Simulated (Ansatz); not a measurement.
Reaction (formal exchange of groups at a P–N bond): `OPN[SiH3]` + `[SiH3][SeH]` → `OP[SiH2][SeH]` + `N[SiH3]`

Computed with Ansatz on PBE0-D4/def2-TZVP structures; ΔE is electronic, products minus reactants. CCSD(T)/CBS is the MP2 limit (def2-TZVPP, def2-QZVPP) plus CCSD(T) − MP2 in def2-TZVPP, frozen cores. This one scheme is used for every species. Functionals use def2-TZVPP. B3LYP here is the variant with VWN-RPA as its local correlation; programs differ in this. For Se outer-core shells are correlated without core-valence functions, which leaves a few kJ/mol of doubt a bond. Scalar relativity is left out up to krypton. Each species was taken in one conformer, which may not be the lowest.

CCSD(T)/CBS gives +16.5 kJ/mol.

(1) Another level gave +14.5 kJ/mol. Which?
A. B3LYP-D4/def2-TZVPP
B. SCS-MP2/def2-TZVPP
C. B2PLYP/def2-TZVPP
D. PBE/def2-TZVPP

Largest T1 diagnostic among the species: 0.013.

Answers

(1) A. B3LYP-D4 14.5, PBE 5.6, B2PLYP 19.1, SCS-MP2/def2-TZVPP 24.4 kJ/mol.

In def2-TZVPP, CCSD(T) changes the Hartree–Fock value by −9.8 kJ/mol (the triples alone add −1.2 kJ/mol) and MP2 by −7.6 kJ/mol. From PBE to PBE0 (25 % exact exchange), in def2-TZVPP and without D4, ΔE moves by +3.4 kJ/mol.
